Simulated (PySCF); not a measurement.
PySCF input file for TiCl2, SMILES [Ti]([Cl])[Cl] (connectivity only; charge and spin as stated), neutral, multiplicity 3, TDA-PBE/def2-SVPD. Coordinates come from a PBE0-D3(BJ)/def2-TZVP optimisation. The multiplicity is an assumed one; other spin states were not compared.

```python
import numpy as np
from pyscf import gto, scf, dft, tdscf

mol = gto.M(
    atom='''
    Ti    0.00000000    0.00000000    0.00000000
    Cl    0.00000000    0.00000000   -2.23581504
    Cl    0.00000000    0.00000000    2.23581504
    ''',
    basis='def2-SVPD',
    charge=0,
    spin=2,
    max_memory=1600,
    verbose=4,
)
mf = dft.UKS(mol, xc='pbe').density_fit(auxbasis='def2-universal-jkfit')
mf.grids.level = 3
mf.conv_tol = 1e-9
mf.max_cycle = 100
mf.kernel()
fine, coarse = mf.grids, dft.Grids(mol).set(level=1).build(with_non0tab=True)
for _ in range(3):  # follow internal instabilities
    mf.grids = coarse
    mo, _, stable, _ = mf.stability(return_status=True, nroots=4)
    mf.grids = fine
    if stable:
        break
    mf.kernel(mf.make_rdm1(mo, mf.mo_occ))
mf.grids = dft.Grids(mol).set(level=1).build(with_non0tab=True)  # coarser grid for the response kernel
td = tdscf.TDA(mf)
td.nstates = 10
td.conv_tol = 1e-4
td.positive_eig_threshold = 1e-6
td.kernel(x0=td.get_init_guess(mf, 15))
td.analyze()
```

Output:

```
PySCF version 2.14.0

[INPUT] verbose = 4
[INPUT] num. atoms = 3
[INPUT] num. electrons = 56
[INPUT] charge = 0
[INPUT] spin (= nelec alpha-beta = 2S) = 2
[INPUT] symmetry False subgroup None
[INPUT] Mole.unit = angstrom
[INPUT] Symbol           X                Y                Z      unit          X                Y                Z       unit  Magmom
[INPUT]  1 Ti     0.000000000000   0.000000000000   0.000000000000 AA    0.000000000000   0.000000000000   0.000000000000 Bohr   0.0
[INPUT]  2 Cl     0.000000000000   0.000000000000  -2.235815040000 AA    0.000000000000   0.000000000000  -4.225078090783 Bohr   0.0
[INPUT]  3 Cl     0.000000000000   0.000000000000   2.235815040000 AA    0.000000000000   0.000000000000   4.225078090783 Bohr   0.0

nuclear repulsion = 211.238699219995
number of shells = 34
number of NR pGTOs = 166
number of NR cGTOs = 88
basis = def2-SVPD
ecp = {}


******** <class 'pyscf.df.df_jk.DFUKS'> ********
method = DFUKS
initial guess = minao
damping factor = 0
level_shift factor = 0
DIIS = <class 'pyscf.scf.diis.CDIIS'>
diis_start_cycle = 1
diis_space = 8
diis_damp = 0
SCF conv_tol = 1e-09
SCF conv_tol_grad = None
SCF max_cycles = 100
direct_scf = False
number electrons alpha = 29  beta = 27
XC library pyscf.dft.libxc version 7.1.2
    S. Lehtola, C. Steigemann, M. J. T. Oliveira, and M. A. L. Marques,  SoftwareX 7, 1–5 (2018)
XC functionals = pbe
    J. P. Perdew, K. Burke, and M. Ernzerhof,  Phys. Rev. Lett. 77, 3865 (1996)
    J. P. Perdew, K. Burke, and M. Ernzerhof,  Phys. Rev. Lett. 78, 1396 (1997)
    J. P. Perdew, K. Burke, and M. Ernzerhof,  Phys. Rev. Lett. 77, 3865 (1996)
    J. P. Perdew, K. Burke, and M. Ernzerhof,  Phys. Rev. Lett. 78, 1396 (1997)
radial grids:
    Treutler-Ahlrichs [JCP 102, 346 (1995); DOI:10.1063/1.469408] (M4) radial grids

becke partition: Becke, JCP 88, 2547 (1988); DOI:10.1063/1.454033
pruning grids: <function nwchem_prune>
grids dens level: 3
symmetrized grids: False
[...]
cycle= 13 E= -1768.98134046247  delta_E= -5.63e-06  |g|= 0.000617  |ddm|= 0.0957
  alpha nocc = 29  HOMO = -0.189422406987114  LUMO = -0.123723258880626
  beta  nocc = 27  HOMO = -0.298910487190481  LUMO = -0.138791566243882
  HOMO = -0.189422406987  LUMO = -0.138791566244  gap/eV = 1.37774
cycle= 14 E= -1768.98134080537  delta_E= -3.43e-07  |g|= 0.000682  |ddm|= 0.0127
  alpha nocc = 29  HOMO = -0.189422905412615  LUMO = -0.123725653281053
  beta  nocc = 27  HOMO = -0.29891028395986  LUMO = -0.138695862034595
  HOMO = -0.189422905413  LUMO = -0.138695862035  gap/eV = 1.38035
cycle= 15 E= -1768.98134055024  delta_E= 2.55e-07  |g|= 0.000553  |ddm|= 0.0109
  alpha nocc = 29  HOMO = -0.18942332509362  LUMO = -0.123726456553392
  beta  nocc = 27  HOMO = -0.298909772641474  LUMO = -0.138499714819268
  HOMO = -0.189423325094  LUMO = -0.138499714819  gap/eV = 1.38570
cycle= 16 E= -1768.98133917385  delta_E= 1.38e-06  |g|= 0.000292  |ddm|= 0.0339
  alpha nocc = 29  HOMO = -0.189425744456931  LUMO = -0.123727701593318
  beta  nocc = 27  HOMO = -0.29890959881531  LUMO = -0.138251802431803
  HOMO = -0.189425744457  LUMO = -0.138251802432  gap/eV = 1.39251
cycle= 17 E= -1768.98133198387  delta_E= 7.19e-06  |g|= 8.57e-05  |ddm|= 0.0967
  alpha nocc = 29  HOMO = -0.189427184369942  LUMO = -0.123728248191002
  beta  nocc = 27  HOMO = -0.298910922050208  LUMO = -0.138243371266763
  HOMO = -0.18942718437  LUMO = -0.138243371267  gap/eV = 1.39278
cycle= 18 E= -1768.98133019298  delta_E= 1.79e-06  |g|= 9.16e-05  |ddm|= 0.0198
  alpha nocc = 29  HOMO = -0.189426951370165  LUMO = -0.123726844912752
  beta  nocc = 27  HOMO = -0.298910542880576  LUMO = -0.138239427298274
  HOMO = -0.18942695137  LUMO = -0.138239427298  gap/eV = 1.39288
cycle= 19 E= -1768.98132867955  delta_E= 1.51e-06  |g|= 9.25e-05  |ddm|= 0.0166
  alpha nocc = 29  HOMO = -0.189428274002962  LUMO = -0.123727871784996
  beta  nocc = 27  HOMO = -0.298910653765231  LUMO = -0.138238867012195
  HOMO = -0.189428274003  LUMO = -0.138238867012  gap/eV = 1.39293
cycle= 20 E= -1768.9813276096  delta_E= 1.07e-06  |g|= 9.41e-05  |ddm|= 0.0118
  alpha nocc = 29  HOMO = -0.189427281837122  LUMO = -0.12372382149731
  beta  nocc = 27  HOMO = -0.298912823487581  LUMO = -0.138331043145459
  HOMO = -0.189427281837  LUMO = -0.138331043145  gap/eV = 1.39040
cycle= 21 E= -1768.98132347692  delta_E= 4.13e-06  |g|= 0.000104  |ddm|= 0.0483
  alpha nocc = 29  HOMO = -0.189423448305283  LUMO = -0.123722487150179
  beta  nocc = 27  HOMO = -0.298912857068044  LUMO = -0.138193101521058
  HOMO = -0.189423448305  LUMO = -0.138193101521  gap/eV = 1.39405
cycle= 22 E= -1768.98133304748  delta_E= -9.57e-06  |g|= 0.000142  |ddm|= 0.108
  alpha nocc = 29  HOMO = -0.189429230544074  LUMO = -0.123729405138916
  beta  nocc = 27  HOMO = -0.298910982165398  LUMO = -0.138245482403354
  HOMO = -0.189429230544  LUMO = -0.138245482403  gap/eV = 1.39278
cycle= 23 E= -1768.98133583737  delta_E= -2.79e-06  |g|= 9.08e-05  |ddm|= 0.0337
  alpha nocc = 29  HOMO = -0.189421609655166  LUMO = -0.123719033752505
  beta  nocc = 27  HOMO = -0.298910687226079  LUMO = -0.138598983244666
  HOMO = -0.189421609655  LUMO = -0.138598983245  gap/eV = 1.38295
cycle= 24 E= -1768.98134103324  delta_E= -5.2e-06  |g|= 0.000424  |ddm|=  0.1
  alpha nocc = 29  HOMO = -0.189422122528328  LUMO = -0.123720181962959
  beta  nocc = 27  HOMO = -0.298910663770439  LUMO = -0.13863079738517
  HOMO = -0.189422122528  LUMO = -0.138630797385  gap/eV = 1.38210
cycle= 25 E= -1768.98134113379  delta_E= -1.01e-07  |g|= 0.000466  |ddm|= 0.00559
  alpha nocc = 29  HOMO = -0.189422002050826  LUMO = -0.123720126248632
  beta  nocc = 27  HOMO = -0.298910669691751  LUMO = -0.138672153820925
  HOMO = -0.189422002051  LUMO = -0.138672153821  gap/eV = 1.38097
cycle= 26 E= -1768.98134118718  delta_E= -5.34e-08  |g|= 0.000522  |ddm|= 0.00435
  alpha nocc = 29  HOMO = -0.189417248609465  LUMO = -0.1237180494167
  beta  nocc = 27  HOMO = -0.298910953953677  LUMO = -0.141409182420164
  HOMO = -0.189417248609  LUMO = -0.14140918242  gap/eV = 1.30637
cycle= 27 E= -1768.98132637754  delta_E= 1.48e-05  |g|= 0.00423  |ddm|= 0.183
  alpha nocc = 29  HOMO = -0.189413870503696  LUMO = -0.123717932732499
  beta  nocc = 27  HOMO = -0.298911162969451  LUMO = -0.14462541803247
  HOMO = -0.189413870504  LUMO = -0.144625418032  gap/eV = 1.21876
cycle= 28 E= -1768.98129573895  delta_E= 3.06e-05  |g|= 0.00857  |ddm|= 0.0892
  alpha nocc = 29  HOMO = -0.189414684921607  LUMO = -0.123718472850133
  beta  nocc = 27  HOMO = -0.298911780353664  LUMO = -0.144130963883021
  HOMO = -0.189414684922  LUMO = -0.144130963883  gap/eV = 1.23223
cycle= 29 E= -1768.98130108369  delta_E= -5.34e-06  |g|= 0.00791  |ddm|= 0.0101
  alpha nocc = 29  HOMO = -0.189426357692943  LUMO = -0.123726245886298
  beta  nocc = 27  HOMO = -0.298913220364332  LUMO = -0.138230508651007
  HOMO = -0.189426357693  LUMO = -0.138230508651  gap/eV = 1.39311
cycle= 30 E= -1768.98134076378  delta_E= -3.97e-05  |g|= 8.67e-05  |ddm|= 0.282
  alpha nocc = 29  HOMO = -0.189424566117325  LUMO = -0.123723684881815
  beta  nocc = 27  HOMO = -0.298909377955569  LUMO = -0.13826144157423
  HOMO = -0.189424566117  LUMO = -0.138261441574  gap/eV = 1.39222
cycle= 31 E= -1768.98134119111  delta_E= -4.27e-07  |g|= 4.4e-05  |ddm|= 0.0167
  alpha nocc = 29  HOMO = -0.189421341247388  LUMO = -0.12371948350487
  beta  nocc = 27  HOMO = -0.29891192834235  LUMO = -0.138225868091107
  HOMO = -0.189421341247  LUMO = -0.138225868091  gap/eV = 1.39310
cycle= 32 E= -1768.98134103577  delta_E= 1.55e-07  |g|= 8.82e-05  |ddm|= 0.00689
  alpha nocc = 29  HOMO = -0.189423915510843  LUMO = -0.123722741103103
  beta  nocc = 27  HOMO = -0.298911241933096  LUMO = -0.138395616695709
  HOMO = -0.189423915511  LUMO = -0.138395616696  gap/eV = 1.38855
cycle= 33 E= -1768.98134146458  delta_E= -4.29e-07  |g|= 0.000145  |ddm|= 0.0305
  alpha nocc = 29  HOMO = -0.189423939376711  LUMO = -0.123722650678061
  beta  nocc = 27  HOMO = -0.298911288499169  LUMO = -0.138289192529587
  HOMO = -0.189423939377  LUMO = -0.13828919253  gap/eV = 1.39145
cycle= 34 E= -1768.98134147354  delta_E= -8.96e-09  |g|= 5.24e-06  |ddm|= 0.000162
  alpha nocc = 29  HOMO = -0.189423510075079  LUMO = -0.123721537615251
  beta  nocc = 27  HOMO = -0.298911229306632  LUMO = -0.138300542022567
  HOMO = -0.189423510075  LUMO = -0.138300542023  gap/eV = 1.39113
cycle= 35 E= -1768.98134148296  delta_E= -9.42e-09  |g|= 1.67e-05  |ddm|= 0.00396
  alpha nocc = 29  HOMO = -0.189424075154831  LUMO = -0.123722264574446
  beta  nocc = 27  HOMO = -0.298911500552439  LUMO = -0.138296297228078
  HOMO = -0.189424075155  LUMO = -0.138296297228  gap/eV = 1.39126
cycle= 36 E= -1768.98134148358  delta_E= -6.25e-10  |g|= 1.03e-05  |ddm|= 0.000685
  alpha nocc = 29  HOMO = -0.189422821897155  LUMO = -0.123720458220279
  beta  nocc = 27  HOMO = -0.298911232031263  LUMO = -0.138287322605216
  HOMO = -0.189422821897  LUMO = -0.138287322605  gap/eV = 1.39147
Extra cycle  E= -1768.98134148358  delta_E= 1.82e-12  |g|= 8.63e-06  |ddm|= 1.91e-05
converged SCF energy = -1768.98134148358  <S^2> = 2.0099719  2S+1 = 3.0066406
uhf_internal: lowest eigs of H = [0.0008621  0.01981415 0.04000924 0.04001782]
<class 'pyscf.df.df_jk.DFUKS'> wavefunction is stable in the internal stability analysis
tot grids = 20088
Overwritten attributes  positive_eig_threshold  of <class 'pyscf.tdscf.uks.TDA'>


******** <class 'pyscf.tdscf.uks.TDA'> for <class 'pyscf.df.df_jk.DFUKS'> ********
nstates = 10
deg_eia_thresh = 1.000e-03
wfnsym = None
conv_tol = 0.0001
eigh lindep = 1e-12
eigh level_shift = 0
eigh max_cycle = 100


Excitation energies (eV)
[0.42664459 0.45225455 0.81901766 0.81902172 1.33083906 1.33084529
 3.479736   3.47973692 3.7710034  3.80514046]

** Excitation energies and oscillator strengths **
Excited State   1:      0.42664 eV   2906.03 nm  f=0.0000
      29a ->   30a      0.99885
Excited State   2:      0.45225 eV   2741.47 nm  f=0.0000
      28a ->   30a     -0.99995
Excited State   3:      0.81902 eV   1513.82 nm  f=0.0000
      28a ->   32a      0.22492
      29a ->   31a     -0.97385
Excited State   4:      0.81902 eV   1513.81 nm  f=0.0000
      28a ->   31a      0.22492
      29a ->   32a     -0.97385
Excited State   5:      1.33084 eV    931.62 nm  f=0.0000
      28a ->   31a     -0.97181
      29a ->   32a     -0.22424
Excited State   6:      1.33085 eV    931.62 nm  f=0.0000
      28a ->   32a     -0.97181
      29a ->   31a     -0.22424
Excited State   7:      3.47974 eV    356.30 nm  f=0.0005
      27a ->   30a     -0.99884
Excited State   8:      3.47974 eV    356.30 nm  f=0.0005
      26a ->   30a     -0.99884
Excited State   9:      3.77100 eV    328.78 nm  f=0.0000
      25a ->   30a     -0.99343
Excited State  10:      3.80514 eV    325.83 nm  f=0.0000
      24a ->   30a     -0.99472

** Transition electric dipole moments (AU) **
state          X           Y           Z        Dip. S.      Osc.
  1        -0.0000      0.0000      0.0000      0.0000      0.0000
  2         0.0000     -0.0000     -0.0000      0.0000      0.0000
  3         0.0000     -0.0000      0.0000      0.0000      0.0000
  4        -0.0000     -0.0000      0.0000      0.0000      0.0000
  5         0.0000      0.0000      0.0000      0.0000      0.0000
  6        -0.0000      0.0000     -0.0000      0.0000      0.0000
  7        -0.0617     -0.0413     -0.0000      0.0055      0.0005
  8        -0.0413      0.0617     -0.0000      0.0055      0.0005
  9        -0.0000     -0.0000     -0.0000      0.0000      0.0000
 10        -0.0000     -0.0000      0.0000      0.0000      0.0000

** Transition velocity dipole moments (imaginary part, AU) **
state          X           Y           Z        Dip. S.      Osc.
  1         0.0000     -0.0000     -0.0000      0.0000      0.0000
  2         0.0000     -0.0000     -0.0000      0.0000      0.0000
  3        -0.0000      0.0000     -0.0000      0.0000      0.0000
  4         0.0000      0.0000     -0.0000      0.0000      0.0000
  5         0.0000      0.0000      0.0000      0.0000      0.0000
  6        -0.0000      0.0000      0.0000      0.0000      0.0000
  7         0.0052      0.0035     -0.0000      0.0000      0.0002
  8         0.0035     -0.0052     -0.0000      0.0000      0.0002
  9        -0.0000      0.0000      0.0000      0.0000      0.0000
 10         0.0000      0.0000      0.0000      0.0000      0.0000

** Transition magnetic dipole moments (imaginary part, AU) **
state          X           Y           Z
  1        -0.0000      0.0000     -0.0000
  2         0.0000     -0.0000      2.0001
  3         0.9417      0.6303     -0.0000
  4         0.6303     -0.9417     -0.0000
  5        -0.4180      0.6140     -0.0000
  6        -0.6140     -0.4180     -0.0000
  7         0.0000     -0.0000      0.0000
  8        -0.0000     -0.0000      0.0000
  9        -0.0000     -0.0000     -0.0000
 10        -0.1973      0.2945     -0.0000
```

The calculation finished and met its thresholds.

Cost: about 80 core-seconds (a rough figure).
